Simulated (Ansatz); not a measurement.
`C=C[Si@@H](N)O[Si@H](N)Cl`, charge 0, multiplicity 1.

Give a relaxed structure at PBE0-D4/def2-TZVP (Ansatz 0.2.0). (An estimate is asked.)

Computed: 
```xyz
17

C     1.945   -1.902    0.446
C     0.730   -2.256    0.034
Si   -0.543   -1.036   -0.528
N    -1.953   -1.251    0.403
O     0.178    0.446   -0.392
Si   -0.063    2.016   -0.679
N     0.522    2.903    0.641
Cl   -2.097    2.265   -1.031
H     2.252   -0.861    0.466
H     2.680   -2.631    0.777
H     0.472   -3.314    0.030
H    -0.937   -1.202   -1.948
H    -1.900   -1.403    1.397
H    -2.813   -0.797    0.141
H     0.602    2.495   -1.905
H     0.631    3.902    0.565
H     0.294    2.627    1.583
```
This is one stationary point; other conformers may exist.
